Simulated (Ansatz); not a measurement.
Geometry optimisation, RKS B3LYP-D4/def2-SVP (Ansatz 0.2.0).

input.yaml

```yaml
crystal:
  periodic: [false, false, false]
  atoms:
    - { symbol: Al, position_ang: [0.0, 0.0, 0.0] }
    - { symbol: F, position_ang: [0.0, 0.0, 1.69] }
    - { symbol: "N", position_ang: [1.6627, 0.0, -0.96] }
    - { symbol: H, position_ang: [2.1293, -0.9179, -1.2118] }
    - { symbol: H, position_ang: [2.1141, 0.9179, -1.2382] }
    - { symbol: F, position_ang: [-1.4635, 0.0, -0.845] }
basis:
  gaussian: { orbitals: def2-SVP }
hamiltonian:
  xc: b3lyp
  dispersion: d4
relax:
  f_tol: 0.02
  max_steps: 40
output:
  orbitals: {}
```

Launched with:

```bash
$ ansatz run input.yaml --threads 1 --pin off --max-ram 2048MiB --backend cpu --events-out ev --progress --plain --runs-dir out
```

Task: Where does it end, and by what steps?

Result: The run converged. After 10 steps the energy has fallen by 0.779 eV; H5 moved furthest, 0.95 Å.

```tsv
step	energy less start (eV)	largest force component (eV/Å)	accepted
0	0.0000	1.954	yes
1	-0.3700	1.108	yes
2	-0.4430	0.231	yes
3	-0.4501	0.077	yes
4	-0.4666	0.093	yes
5	-0.5179	0.681	yes
6	-0.5626	1.197	yes
7	-0.7218	0.415	yes
8	-0.7769	0.054	yes
9	-0.7791	0.073	yes
10	-0.7794	0.014	yes
```

```xyz
6
Properties=species:S:1:pos:R:3
Al 0.061 0.000 -0.034
F -0.024 -0.569 1.519
N 1.577 -0.001 -0.911
H 2.460 -0.336 -0.539
H 1.695 0.333 -1.863
F -1.326 0.573 -0.738
```

Whether the end is a true minimum wasn't checked by a vibrational analysis.

Run time: 19 s on 1 thread of AMD EPYC 7B13 (Zen 3) (shared host), peak memory 0.15 GiB.
